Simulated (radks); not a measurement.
Effect of the nuclear size on the bismuth ion Bi+, [Hg] 6p2. All-electron calculation, Dirac Kohn-Sham, PBE, spin-unpolarised, spherical densities, finite nucleus; open shells are shared between the two j in proportion to 2j + 1; Fermi nuclear charge, rms radius 5.5211 fm. Program: a radial shooting solver on a logarithmic mesh with Libxc functionals. The rms radius is varied about that value; shifts are against it.

rms radius (fm)  total energy shift (eV)  density at nucleus (e/bohr^3)  1s1/2 shift (meV)  2s1/2 shift (meV)  5p1/2 shift (meV)  6s1/2 shift (meV)  6p1/2 shift (meV)  6p3/2 shift (meV)  7s1/2 (empty) shift (meV)
4.4831                             -50.3                      3.259e+06             -20000              -3070              0.546              -4.57              0.510              0.684                     -0.683
5.0628                             -22.9                      3.086e+06              -9100              -1400              0.247              -2.08              0.232              0.312                     -0.311
5.5211                                 0                      2.969e+06              0.000              0.000              0.000              0.000              0.000              0.000                      0.000
5.9352                              21.6                      2.875e+06               8590               1320             -0.231               1.97             -0.219             -0.294                      0.294
6.3824                              46.0                      2.783e+06              18300               2800             -0.488               4.18             -0.465             -0.625                      0.624

Slopes of the eigenvalues against <r^2> in GHz/fm^2, as finite differences over the two radii next to the reference (eigenvalue slopes, not the field-shift constants of lines): 1s1/2 446000, 2s1/2 68500, 5p1/2 -12.1, 6s1/2 102, 6p1/2 -11.4, 6p3/2 -15.3, 7s1/2 (empty) 15.3.
